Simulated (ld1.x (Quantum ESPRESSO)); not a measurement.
# Transferability test, ultrasoft potential for Rh (Z = 45)

```
Element                 : Rh
Generator               : ld1.x (Quantum ESPRESSO) 7.5
Type                    : ultrasoft
Functional              : PBEsol
Relativity              : scalar-relativistic
Frozen core             : [Kr]
Valence charge          : 9
Reference configuration : 4d8 5s1 5p0
Partial waves           : 5s (bound): rcut 1.90, rcutus 2.35 bohr; 5s channel at 0.05 Ry: rcut 1.90, rcutus 2.35 bohr; 5p (bound, empty): rcut 3.45, rcutus 4.15 bohr; 5p channel at 0.75 Ry: rcut 3.45, rcutus 4.15 bohr; 4d (bound): rcut 1.45, rcutus 1.65 bohr; 4d channel at 4.8 Ry: rcut 1.45, rcutus 1.65 bohr
Local potential         : all-electron potential smoothed inside 2.85 bohr (lloc = -2)
Core correction         : a·sin(br)/r model core, default radius (core density twice the valence density)
Augmentation charge     : PSQ, inside the norm-conserving radii
```

Energies are relative to the spin-unpolarised reference configuration 4d8 5s1 5p0; without spin polarisation the order of configurations can differ from experiment.

```
valence configuration  charge  ΔE all-electron (eV)  error AE − PS (meV)
          4d8 5s0 5p0      +1                 7.462                 -3.2
          4d7 5s0 5p0      +2                26.971                  -70
          4d6 5s0 5p0      +3                59.464                 -395
          4d5 5s0 5p0      +4               106.388                -1209
          4d8 5s0 5p1       0                 3.665                 +0.7
          4d9 5s0 5p0       0                -0.913                  -25
```

Problem. What are ΔE and the potential's error for 4d7 5s1 5p1?

Solution. ΔE = 6.648 eV all-electron; the error (AE − PS) is -74 meV.

Note: ghost state, extra bound levels that the all-electron valence spectrum of the same l lacks: s at -62.3 eV. A true bound ghost makes a file unfit for plane-wave use.
